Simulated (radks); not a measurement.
Task: All-electron atom: Sb4+ in [Kr] 4d9 5s1 5d1 (not the ground configuration). Method: scalar-relativistic Kohn-Sham, PBE, spin-polarised, spherical densities, point nucleus; open shells are filled with parallel spins first (spin-orbit coupling, left out, can overturn this in heavy ions); computed with a radial shooting solver on a logarithmic mesh with Libxc functionals. Some entries of the table are withheld. Estimate them.

orbital,occ.,eigenvalue (hartree),<r> (bohr),r(max) (bohr)
1s up,1,-1115.768,0.02842,0.01835
1s down,1,-1115.766,0.02842,0.01835
2s up,1,-171.5223,0.1226,0.1037
2s down,1,-171.5086,0.1226,0.1037
2p up,3,-154.1895,0.1071,0.08305
2p down,3,-154.1785,0.1071,0.08305
3s up,1,-35.25027,0.3305,0.2999
3s down,1,-35.24216,0.3304,0.2999
3p up,3,-29.60136,0.3287,0.2934
3p down,3,-29.59229,0.3286,0.2934
3d up,5,-20.98673,0.3053,0.2442
3d down,5,-20.97388,0.3053,0.2443
4s up,1,-7.44836,0.7862,0.7212
4s down,1,-7.40330,0.7857,0.7211
4p up,3,-5.70534,0.8436,0.7597
4p down,3,-5.65889,0.8426,0.7596
4d up,5,(1),0.9886,0.8369
4d down,4,(2),0.9848,0.8361
5s up,1,-2.03488,1.887,1.728
5s down,0,-1.95329,1.877,1.723
5p up,0,-1.60832,2.140,1.952
5p down,0,-1.52238,2.125,1.946
5d up,1,-1.03608,2.776,2.530
6s up,0,-0.91111,3.720,3.641

Result: 
(1) 4d up eigenvalue (hartree): -3.15097
(2) 4d down eigenvalue (hartree): -3.09961
